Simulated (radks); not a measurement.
Spherical quantum dot in the effective-mass picture: electrons in a parabolic well V = omega^2 r^2 / 2 with omega = 0.389, with a point charge +1 (a donor) at the centre, all in effective atomic units (hartree* = m*/eps^2 hartree, bohr* = eps/m* bohr), one dielectric constant everywhere. Calculated with a radial shooting solver with Libxc functionals: non-relativistic Kohn-Sham, PBEsol, spin-polarised, spherical densities. Levels are named by radial order and angular momentum (1s, 1p, 1d, 2s, ...), and open shells are averaged over m. Results are scaled to m* = 0.026 and eps = 4.9, for which hartree* = 29.47 meV and bohr* = 9.973 nm. Each electron was tried in the lowest free levels, single moves between levels near the top were tried too, and the lowest total energy was kept; such a search can miss a lower state. At N = 1 the Hartree and exchange-correlation terms need not cancel, so that row can carry a self-interaction error.

N,open shells,2S,E (meV),addition energy mu(N+1) - mu(N) (meV),e(HOMO) (meV),rms radius (nm)
1,"1s(up 1, down 0)",1,-9.39018,19.83,-1.2389,13.39
2,none,0,1.05331,27.42,16.898,15.69
3,"1p(up 1, down 0)",1,38.9165,8.566,42.075,20.19
4,"1p(up 2, down 0)",2,85.3456,8.638,50.778,22.70
5,"1p(up 3, down 0)",3,140.413,10.80,59.316,24.53
6,"1p(up 3, down 1)",2,206.278,7.377,69.508,26.15
7,"1p(up 3, down 2)",1,279.521,7.463,76.985,27.50
8,none,0,360.227,11.36,84.407,28.70
9,"2s(up 1, down 0)",1,452.295,7.956,95.510,30.09
10,none,0,552.319,8.581,103.44,31.33
11,"1d(up 1, down 0)",1,660.923,6.310,111.77,32.45
12,"1d(up 2, down 0)",2,775.838,6.237,118.05,33.47
13,"1d(up 3, down 0)",3,896.989,6.155,124.24,34.40
14,"1d(up 4, down 0)",4,1024.29,6.069,130.35,35.26
15,"1d(up 5, down 0)",5,1157.67,7.417,136.38,36.07
16,"1d(up 5, down 1)",4,1298.46,5.718,143.66,36.86
17,"1d(up 5, down 2)",3,1444.97,5.677,149.36,37.60
18,"1d(up 5, down 3)",2,1597.16,5.624,155.01,38.30
19,"1d(up 5, down 4)",1,1754.97,5.566,160.60,38.98
20,none,0,1918.35,10.92,166.14,39.62
21,"1f(up 1, down 0)",1,2092.65,5.208,176.91,40.34
22,"1f(up 2, down 0)",2,2272.16,5.169,182.10,41.01
23,"1f(up 3, down 0)",3,2456.84,5.128,187.25,41.66
24,"1f(up 4, down 0)",4,2646.64,5.085,192.36,42.27
25,"1f(up 5, down 0)",5,2841.54,5.043,197.42,42.87
26,"1f(up 6, down 0)",6,3041.47,5.000,202.44,43.44
27,"1f(up 7, down 0)",7,3246.41,6.178,207.42,43.99
28,"1f(up 7, down 1)",6,3457.52,4.820,213.53,44.54
29,"1f(up 7, down 2)",5,3673.45,4.793,218.33,45.06
30,"1f(up 7, down 3)",4,3894.18,-,223.11,45.57

All shells are closed at N = 2, 8, 10, 20 (there: 1s2 1p6 1d10 2s2); the second difference of the energy has clear peaks (12 % above both neighbours; the first and last values, which can be the largest, are not judged, and half-filled shells can peak too) at N = 2, 5, 8, 15, 20, 27.
